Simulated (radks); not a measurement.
The caesium ion Cs48+, 7 electrons, occupied as [He] 2s2 2p3. Calculated with a radial shooting solver on a logarithmic mesh with Libxc functionals: Dirac Kohn-Sham, exchange-only PBE, spin-unpolarised, spherical densities, finite nucleus; open shells fill j = l - 1/2 first; Fermi nuclear charge, rms radius 4.8041 fm. Some entries of the table are withheld. Estimate them.

orbital,occ.,eigenvalue (eV),<r^2> (bohr^2),r(max) (bohr)
1s1/2,2,(1),(2),0.01677
2s1/2,2,-9208.301,(3),0.09291
2p1/2,2,-8992.777,0.009870,(4)
2p3/2,1,-8604.625,0.01096,(5)

Answer. 
(1) 1s1/2 eigenvalue (eV): -39888.77
(2) 1s1/2 <r^2> (bohr^2): 0.0009199
(3) 2s1/2 <r^2> (bohr^2): 0.01363
(4) 2p1/2 r(max) (bohr): 0.07061
(5) 2p3/2 r(max) (bohr): 0.07530
